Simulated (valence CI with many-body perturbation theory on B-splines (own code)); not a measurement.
Te: configurations and terms from energies and g

Computed by configuration interaction combined with many-body perturbation theory (CI+MBPT): six valence electrons over a frozen Dirac-Fock core [Kr] 4d10, radial functions for each j: 9 s, 9 p, 8 d, 6 f, 3 g, 1 h, with the one-electron correlation potential Σ1 (screened to all orders), the two-electron term Σ2, the three-electron term Σ3, Breit, model QED; selected single and double excitations, second order for the rest, scaled by the run's own slope (own B-spline code, finite nucleus).

Against 23 measured levels this calculation errs by 166 cm⁻¹ on average and by 300 at most. These come from a selection out of the NIST Handbook of Basic Atomic Spectroscopic Data. Levels without a partner in it may be off by more. Among the levels kept, up to 1400 cm⁻¹ of a level comes from second order outside the variational space, and about a tenth of that is noise between levels of different J, which matters for small intervals.

```
No.  J  Parity  E (eV)      g
  1  2    even  0.0000  1.462
  3  1    even  0.5768  1.501
  4  2    even   1.309  1.039
  6  2     odd   5.469  1.967
  7  1     odd   5.774  1.918
  8  1    even   6.684  2.397
  9  2    even   6.694  1.768
 10  3    even   6.726  1.643
 13  1    even   6.833  1.505
 14  2    even   6.876  1.500
 15  3     odd   6.878  1.463
 16  4     odd   6.884  1.484
 19  2     odd   6.894  1.447
 20  1     odd   6.903  1.454
```

Energies count from the lowest level. Strongly mixed levels and levels close to another of their J and parity, and those with J = 0 are left out, so the numbers can have gaps.

Problem. Give configuration and LS term of each level.

Solution. 1: 5s²5p⁴ ³P; 3: 5s²5p⁴ ³P; 4: 5s²5p⁴ ¹D; 6: 5s²5p³6s ⁵S°; 7: 5s²5p³6s ³S°; 8: 5s²5p³6p ⁵P; 9: 5s²5p³6p ⁵P; 10: 5s²5p³6p ⁵P; 13: 5s²5p³6p ³P; 14: 5s²5p³6p ³P; 15: 5s²5p³5d ⁵D°; 16: 5s²5p³5d ⁵D°; 19: 5s²5p³5d ⁵D°; 20: 5s²5p³5d ⁵D°.
